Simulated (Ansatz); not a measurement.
```yaml
crystal:
  periodic: [false, false, false]
  atoms:
    - {symbol: C, position_ang: [8.497090, -0.635265, -1.130421]}
    - {symbol: C, position_ang: [7.051861, -0.548739, -0.688703]}
    - {symbol: O, position_ang: [6.422128, 0.490858, -0.616679]}
    - {symbol: S, position_ang: [6.349723, -2.160156, -0.285615]}
    - {symbol: C, position_ang: [4.682707, -1.621783, 0.229852]}
    - {symbol: C, position_ang: [4.596188, -1.256323, 1.713800]}
    - {symbol: C, position_ang: [3.196224, -0.795479, 2.145221]}
    - {symbol: C, position_ang: [2.735787, 0.523996, 1.515950]}
    - {symbol: C, position_ang: [1.357432, 0.979234, 2.004524]}
    - {symbol: C, position_ang: [0.895406, 2.334189, 1.448402]}
    - {symbol: C, position_ang: [0.813026, 2.426230, -0.085423]}
    - {symbol: C, position_ang: [-0.047958, 1.353654, -0.767445]}
    - {symbol: C, position_ang: [-1.516880, 1.337898, -0.332352]}
    - {symbol: C, position_ang: [-2.352206, 0.294647, -1.077708]}
    - {symbol: C, position_ang: [-3.810086, 0.283439, -0.645291]}
    - {symbol: O, position_ang: [-4.488277, -0.717365, -1.394303]}
    - {symbol: C, position_ang: [-5.822610, -0.899547, -1.194574]}
    - {symbol: C, position_ang: [-6.599205, -0.168754, -0.271162]}
    - {symbol: C, position_ang: [-7.972637, -0.442830, -0.151194]}
    - {symbol: C, position_ang: [-8.583018, -1.431582, -0.934054]}
    - {symbol: C, position_ang: [-7.801953, -2.157103, -1.852625]}
    - {symbol: C, position_ang: [-6.435183, -1.897363, -1.985026]}
    - {symbol: H, position_ang: [9.119511, -0.034174, -0.435348]}
    - {symbol: H, position_ang: [8.592650, -0.176256, -2.136016]}
    - {symbol: H, position_ang: [8.875187, -1.675029, -1.157366]}
    - {symbol: H, position_ang: [3.996648, -2.454778, -0.028876]}
    - {symbol: H, position_ang: [4.442508, -0.750638, -0.413373]}
    - {symbol: H, position_ang: [4.906888, -2.132100, 2.322107]}
    - {symbol: H, position_ang: [5.332883, -0.450612, 1.921961]}
    - {symbol: H, position_ang: [2.454198, -1.594085, 1.913560]}
    - {symbol: H, position_ang: [3.184128, -0.691360, 3.252682]}
    - {symbol: H, position_ang: [2.722068, 0.424787, 0.409071]}
    - {symbol: H, position_ang: [3.488825, 1.315677, 1.731587]}
    - {symbol: H, position_ang: [0.607376, 0.193453, 1.758758]}
    - {symbol: H, position_ang: [1.366860, 1.034705, 3.115736]}
    - {symbol: H, position_ang: [-0.094186, 2.581954, 1.890586]}
    - {symbol: H, position_ang: [1.586223, 3.127798, 1.809391]}
    - {symbol: H, position_ang: [0.421977, 3.431609, -0.357427]}
    - {symbol: H, position_ang: [1.837424, 2.383123, -0.514151]}
    - {symbol: H, position_ang: [0.392094, 0.346198, -0.592286]}
    - {symbol: H, position_ang: [-0.001555, 1.505042, -1.868305]}
    - {symbol: H, position_ang: [-1.584730, 1.146483, 0.761758]}
    - {symbol: H, position_ang: [-1.955824, 2.350047, -0.487649]}
    - {symbol: H, position_ang: [-1.927942, -0.720375, -0.918055]}
    - {symbol: H, position_ang: [-2.309611, 0.478208, -2.173197]}
    - {symbol: H, position_ang: [-3.893946, 0.071566, 0.447774]}
    - {symbol: H, position_ang: [-4.278882, 1.281210, -0.821131]}
    - {symbol: H, position_ang: [-6.146025, 0.610903, 0.355503]}
    - {symbol: H, position_ang: [-8.570089, 0.133094, 0.572658]}
    - {symbol: H, position_ang: [-9.658675, -1.637742, -0.832206]}
    - {symbol: H, position_ang: [-8.265758, -2.937617, -2.475549]}
    - {symbol: H, position_ang: [-5.807774, -2.452937, -2.697323]}
basis:
  gaussian: {orbitals: def2-TZVP, fitting: {mean_field: def2-universal-jkfit}}
total_charge: -1
magnetization: {spin_polarized: true, initial_magnetization: 1}
hamiltonian: {xc: {name: B97M-V}}
```

```sh
$ ansatz run in.yaml --threads 2 --pin off --events-out ev --progress --plain --max-ram 31744MiB --backend cuda --devices 0, --max-vram 18GiB
```

Shortened log:

```
Functional definition: B97M-V
2247 factors; integrals over basis functions are off by at most 8.8e-1 eV
mean field evaluation 1: about -35083.4559 eV, gradient 9.3e1 eV
mean field evaluation 2: about -34590.5014 eV, gradient 2.1e2 eV
mean field evaluation 4: about -34943.1800 eV, gradient 1.0e2 eV
mean field evaluation 8: about -35128.0909 eV, gradient 9.4e-1 eV
mean field evaluation 16: about -35128.5576 eV, gradient 5.0e-2 eV
mean field evaluation 32: about -35126.1521 eV, gradient 1.2e1 eV
mean field evaluation 64: about -35128.5579 eV, gradient 3.0e-6 eV
mean field evaluation 96: about -35127.3509 eV, gradient 3.1e0 eV
mean field -35128.55792885 eV, -1290.9506928936 hartree, gradient 3.0e-6 eV, S^2 0.755517; 16 other end points of the search recorded, 0 dependent functions left out
reference -35128.55808164 eV, -1290.9506985083 hartree; 89, 88 occupied and 779, 780 virtual orbitals, 2247 factors
Total energy: -35128.55808164 eV, -1290.9506985083 hartree
```

Run time 39 s (2 threads of AMD EPYC 7R13 on a shared host and a share (18 GiB) of an NVIDIA H100 80GB HBM3), peak host memory 2.2 GiB.

The highest occupied level of an anion often lies above zero with these methods, and sets without diffuse functions describe the outer electron poorly.
